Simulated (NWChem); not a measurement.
Molecule: CH5NOSi2; SMILES O1[SiH2]N=C[SiH2]1

```xyz
10

C     -1.4397     0.4231     0.0000
N     -1.2976    -0.8587     0.0000
Si     0.4222    -1.3604     0.0000
O      1.2521     0.1217     0.0000
Si     0.2032     1.4509     0.0000
H     -2.4701     0.8546     0.0000
H      0.7260    -2.1563     1.2330
H      0.7260    -2.1563    -1.2330
H      0.3889     2.2981    -1.2281
H      0.3889     2.2981     1.2281
```
Atoms are numbered in this order, from 1.

Level: PBE-D3(BJ)/def2-SVP (NWChem), optimised geometry, unscaled harmonic frequencies. 

```tsv
frequency (cm⁻¹)	IR intensity (km/mol)
146	1.4
282	4.1
417	2.7
465	22.9
512	36.2
617	3.3
651	17.8
661	39.9
671	1.6
675	23.7
691	2.4
776	51.7
877	44.7
895	275.4
916	194.5
926	213.5
957	11.3
1273	7.3
1595	69.2
2164	129.7
2170	112.5
2194	77.8
2197	134.8
2943	59.9
```

The zero-point energy comes out as 36.7 kcal/mol. The thermal correction to the enthalpy at 298.15 K (with zero-point energy) is 40.9 kcal/mol. The heat capacity Cv is 22.3 cal/(mol K). The entropy at 298.15 K and 1 atm (symmetry number 1) is 75.9 cal/(mol K) and the dipole moment is 1.02 D.

Rigid rotor and harmonic oscillator.
